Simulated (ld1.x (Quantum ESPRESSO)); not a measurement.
phosphorus: excitation energies, all-electron against ultrasoft

* Element: P (Z = 15)
* Generator: ld1.x (Quantum ESPRESSO) 7.5
* Type: ultrasoft
* Functional: LDA (PZ)
* Relativity: fully relativistic
* Frozen core: [Ne]
* Valence charge: 5
* Reference configuration: 3s2 3p3
* Partial waves: 3s (bound): rcut 1.30, rcutus 1.50 bohr; 3s channel at -0.2 Ry: rcut 1.30, rcutus 1.50 bohr; 3p (bound): rcut 1.60, rcutus 2.00 bohr; 3p channel at 2.8 Ry: rcut 1.60, rcutus 2.00 bohr
* Local potential: all-electron potential smoothed inside 1.30 bohr (lloc = -1)
* Core correction: Bessel-smoothed model core inside 0.75 bohr
* Augmentation charge: PSQ, inside the norm-conserving radii

Open shells are filled in proportion to 2j + 1 (rel_dist='average').

Energies are relative to the spin-unpolarised reference configuration 3s2 3p3; without spin polarisation the order of configurations can differ from experiment. The frozen-core shift is the all-electron ΔE with the core orbitals held at their reference shape minus the fully relaxed ΔE.

```json
{"valence configuration": "3s2 3p1", "charge": "+2", "ΔE all-electron (eV)": "29.070", "error AE − PS (meV)": "+9.8", "frozen-core shift (meV)": "+11"}
{"valence configuration": "3s2 3p0", "charge": "+3", "ΔE all-electron (eV)": "58.965", "error AE − PS (meV)": "+40", "frozen-core shift (meV)": "+49"}
{"valence configuration": "3s1 3p0", "charge": "+4", "ΔE all-electron (eV)": "111.155", "error AE − PS (meV)": "+50", "frozen-core shift (meV)": "+166"}
{"valence configuration": "3s1 3p3", "charge": "+1", "ΔE all-electron (eV)": "18.893", "error AE − PS (meV)": "-8.4", "frozen-core shift (meV)": "+2.8"}
{"valence configuration": "3s1 3p4", "charge": "0", "ΔE all-electron (eV)": "8.496", "error AE − PS (meV)": "-7.1", "frozen-core shift (meV)": "+0.5"}
```

Problem. What are ΔE and the potential's error for 3s2 3p3.3?

Solution. ΔE = -1.336 eV all-electron; the error (AE − PS) is 0.0 meV.

Problem. What are ΔE and the potential's error for 3s2 3p2?

Solution. ΔE = 9.821 eV all-electron; the error (AE − PS) is +1.1 meV.
